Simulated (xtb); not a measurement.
C2H7ClFNSi, SMILES CC[Si@](N)(F)Cl. All values are semi-empirical tight-binding results from xtb (GFN2-xTB unless named), good for trends rather than for accurate numbers. Geometry: GFN2-xTB. The structure was generated by enumeration; whether it is a known compound was not checked. The values are those of a single conformer.

Optimised geometry:

```xyz
13

C     -2.0388    -0.7193     1.3360
C     -1.3543     0.5702     0.8873
Si     0.3221     0.2936     0.0531
N      1.4357    -0.4245     1.1337
F      0.8294     1.7567    -0.4482
Cl     0.2562    -0.8422    -1.5956
H     -1.4128    -1.2590     2.0418
H     -2.2259    -1.3688     0.4847
H     -2.9905    -0.5005     1.8160
H     -1.2236     1.2224     1.7523
H     -2.0171     1.1035     0.2031
H      1.5935    -0.0351     2.0466
H      2.2552    -0.9008     0.7952
```

Computed properties:
```
Item                                             Result
----------------------------------------  -------------
orbital gap                                     7.09 eV
dipole moment                                    2.89 D
zero-point energy                         59.5 kcal/mol
G − E(el) at 298.15 K (modified RRHO)     37.9 kcal/mol
static polarisability (D4 model)             81.5 bohr³
solvation energy, GFN2-xTB/ALPB(water)    -4.2 kcal/mol
solvation energy, GFN2-xTB/ALPB(octanol)  -6.4 kcal/mol
```

**Question.** Give the atomic charges and the Wiberg bond orders between heavy atoms. (An estimate is asked for; the answer gives what the named calculation found.)

**Answer.** charges (e) C1 -0.11, C2 -0.14, Si3 0.61, N4 -0.39, F5 -0.28, Cl6 -0.22, H7 0.03, H8 0.04, H9 0.04, H10 0.03, H11 0.04, H12 0.17, H13 0.18. Bond orders C1–C2 1.03, C2–Si3 0.86, Si3–N4 1.16, Si3–F5 1.03, Si3–Cl6 1.08.
